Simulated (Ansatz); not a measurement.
Two isomers of CH6GeOSn: A = `[SnH3][GeH]1[CH2][O]1`, B = `O=[CH][SnH2][GeH3]`.

Computed with Ansatz on PBE0-D4/def2-TZVP structures; ΔE is electronic, products minus reactants. CCSD(T)/CBS is the MP2 limit (def2-TZVPP, def2-QZVPP) plus CCSD(T) − MP2 in def2-TZVPP, frozen cores. DFT in def2-TZVPP. B3LYP here is the variant with VWN-RPA as its local correlation; programs differ in this. Elements past krypton have def2 core potentials. For Ge, Sn outer-core shells are correlated without core-valence functions, which leaves a few kJ/mol of doubt a bond. Scalar relativity is left out up to krypton. One conformer a species, not always the lowest.

A:

```xyz
10

Sn   -1.6696   -0.6926    0.7683
Ge    0.7502    0.1663    0.4896
C     1.3510    0.8987   -1.1743
O     1.4652   -0.5050   -1.0793
H    -1.6657   -2.3637    1.1014
H    -2.4353    0.1321    2.0502
H    -2.4955   -0.3857   -0.6883
H     1.7882    0.0416    1.6151
H     2.2958    1.4440   -1.1909
H     0.6156    1.2642   -1.8918
```

B:

```xyz
10

O     2.311   -1.832   -0.297
C     1.788   -0.897   -0.830
Sn    0.695    0.653    0.311
Ge   -1.844    0.092    0.331
H     1.830   -0.792   -1.940
H     0.958    2.163   -0.453
H     1.342    0.684    1.889
H    -2.077   -1.267    1.008
H    -2.629    1.172    1.092
H    -2.374    0.024   -1.111
```

(1) Which is lower in electronic energy at CCSD(T)/CBS, and by how much? (An estimate is asked.)

(2) Give E(B) − E(A) in kJ/mol with MP2/def2-TZVPP, r2SCAN-D4, B3LYP-D4, PBE-D4, PBE0-D4, CCSD/def2-TZVPP, CCSD(T)/def2-TZVPP. (An estimate is asked.)

(3) Does the order hold for the free energy at 298.15 K (harmonic terms from PBE0-D4)? (An estimate is asked.)

Largest T1 diagnostic: 0.015.

Results:

(1) Computed: B, by 16.5 kJ/mol.

(2) Computed: MP2/def2-TZVPP -10.2, r2SCAN-D4 -16.4, B3LYP-D4 -31.9, PBE-D4 -18.2, PBE0-D4 -17.6, CCSD/def2-TZVPP -26.4, CCSD(T)/def2-TZVPP -21.7. None reverses the order clearly.

(3) The calculation gave: Yes: G(B) − G(A) = -33.2 kJ/mol, for one conformer each. Modes under 60 cm⁻¹, often nearly free rotors, make the harmonic entropy too high.

Leaving LDA and LC-ωPBE aside and taking each functional with its dispersion term where it has one, the values, not all of them listed here, spread over 20.7 kJ/mol, from BLYP-D4 to PBE-QIDH. LDA lies +19.3 kJ/mol from PBE without D4. At CCSD(T), def2-SVP lies −32.0 kJ/mol from the extrapolated value and def2-TZVPP −5.2 kJ/mol.
